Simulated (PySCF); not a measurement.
C3H3, SMILES c1c[cH+]1, charge +1. Atoms are numbered in the order given.

```xyz
6

C      0.7895     0.0000     0.0000
C     -0.3948     0.6838     0.0000
C     -0.3948    -0.6838     0.0000
H      1.8794     0.0000     0.0000
H     -0.9397     1.6276     0.0000
H     -0.9397    -1.6276     0.0000
```
Charge +1, spin multiplicity 1.

Coordinates come from a PBE-D3(BJ)/def2-TZVP optimisation.

Calculation: PBE/def2-TZVPD run with PySCF.

The molecule is in vacuum.

Computed frontier levels, gap, dipole moment and polarisability:
```yaml
highest_occupied_level: -16.16 eV
lowest_empty_level: -9.13 eV
orbital_gap: 7.03 eV
dipole_moment_about_the_centre_of_nuclear_charge: 0.00 D
mean_static_polarisability: 23.8 bohr³ (3.53 Å³)
polarisability_principal_values: 16.5, 27.4, 27.4 bohr³
```
